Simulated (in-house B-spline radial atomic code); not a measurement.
Checks on a self-consistent run for the bismuth ion Bi¹²⁺, [He] 2s1 2p6 3s2 3p6 3d10 4s2 4p6 4d10 (4f5/2)5 (4f7/2)8 5s2 5p6 5d5. Level of theory: Dirac-Hartree-Fock, average of the jj configuration, Fermi nucleus of rms radius 5.5211 fm; calculated with a B-spline radial code for spherical atoms.

```
orbital  q       ε (Eh)    <1/r>        <r²>  small-component weight
  1s1/2  2  -3371.42113  103.172  0.00034633                 0.10053
  2s1/2  1   -625.25128  25.6307  0.00518407                0.023336
  2p1/2  2   -600.08899  25.5971  0.00361887                0.023469
  2p3/2  4   -513.83479  20.3161  0.00478286                0.020606
  3s1/2  2   -161.15362  9.52061   0.0330185               0.0080672
  3p1/2  2   -150.47704  9.38448   0.0299085               0.0079386
  3p3/2  4   -130.71641  7.99756   0.0360394               0.0071098
  3d3/2  4   -113.07527  7.89974   0.0272778               0.0069979
  3d5/2  6   -108.89013  7.58719   0.0289727               0.0067687
  4s1/2  2    -45.34727  4.04818    0.155856                0.002796
  4p1/2  2    -40.48531  3.93635    0.156998               0.0026926
  4p3/2  4    -35.50813  3.47917    0.184668               0.0024033
  4d3/2  4    -27.42661  3.29055    0.188546               0.0022011
  4d5/2  6    -26.55980  3.18685    0.197827               0.0021246
  4f5/2  5    -15.93669  2.89308    0.201919               0.0017931
  4f7/2  8    -15.73857   2.8535    0.206743               0.0017605
  5s1/2  2    -14.69730  1.75049    0.699475              0.00082024
  5p1/2  2    -12.76353  1.65724    0.763301              0.00075384
  5p3/2  4    -11.63492  1.50382    0.882311              0.00067129
  5d3/2  2     -8.81342  1.32866     1.09656              0.00054803
  5d5/2  3     -8.64253    1.295      1.1427              0.00052883
```

Electron-electron repulsion V_ee = 7102.9107 hartree.

What total energy follows from the eigenvalues?

The eigenvalues count the repulsion twice, so E = Σqε - V_ee = -13808.750 - 7102.911 = -20911.661 hartree; the run printed -20911.661.

Does the Dirac virial theorem hold?

For a point nucleus E = -2c²Σq·w, with w the small-component weight. Here Σq·w = 0.55653 and c = 137.0360, so the ratio E/(-2c²Σq·w) is 1.000463; the finite nucleus accounts for the departure from 1.

What diamagnetic shielding (Lamb formula) and susceptibility (Langevin formula) do the radii give?

σ = (α²/3)Σq<1/r> = 630.191/(3·137.036²) = 11186 ppm, and χ = -0.79199×10⁻⁶·Σq<r²> = -14.75×10⁻⁶ cm³/mol with Σq<r²> = 18.63 bohr². Both are non-relativistic formulas without the paramagnetism of open shells; for so heavy an element the full relativistic shielding is larger by tens of per cent.
